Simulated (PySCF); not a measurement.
A search over the determinants of SbBr⁺

Unrestricted PBE0; Sb def2-TZVPPD with ECP28, Br def2-TZVPPD; scalar-relativistic core potentials (PySCF 2.14). Outer shells of the fragments: Sb+ 4d10 5s2 5p2; Br 3d10 4s2 4p5.

Followed along the bond (rough minima from three points):

```csv
2Ms+1,unpaired,⟨S²⟩ at the start,R at minimum (Å),Te (eV)
2,π ↑,0.76,2.39,0.00
4,π ↑↑↑,3.76,none in the scan,≤ 2.18
```

Solutions found at the starting distance of 2.580 Å, counted from the lowest of them; the search is not exhaustive and high or unbound solutions are not listed, so other states can lie among these:

| 2Ms+1 | unpaired | term | E (eV) | ⟨S²⟩ | ⟨Lz²⟩ | μ (D) |
| --- | --- | --- | --- | --- | --- | --- |
| 2 | π ↑ | ²Π | 0.00 | 0.76 | 1.01 | -3.53 |
| 4 | π ↑↑↑ | ⁴Π | 2.04 | 3.76 | 1.01 | 0.50 |
| 2 | π ↑↑↓ | mixed | 2.37 | 1.76 | 3.03 | 0.50 |
| 2 | σ ↑ | ²Σ⁺ | 2.61 | 0.77 | 0.00 | -3.36 |
| 4 | σ ↑, π ↑↑ | ⁴Σ⁻ | 2.69 | 3.76 | 0.00 | -1.56 |
| 2 | σ ↓, π ↑↑ | mixed | 3.06 | 1.76 | 0.00 | -1.32 |

A term symbol is given only where ⟨S²⟩ and ⟨Lz²⟩ are close to those of a pure state; real π, δ and φ orbitals otherwise mix terms. A positive dipole points towards Br; it is taken about the centre of mass and depends on that origin.

Spin–orbit coupling is left out. Counting both spins, an empty level lies below a filled one in some of these solutions, because spin and occupation are held.
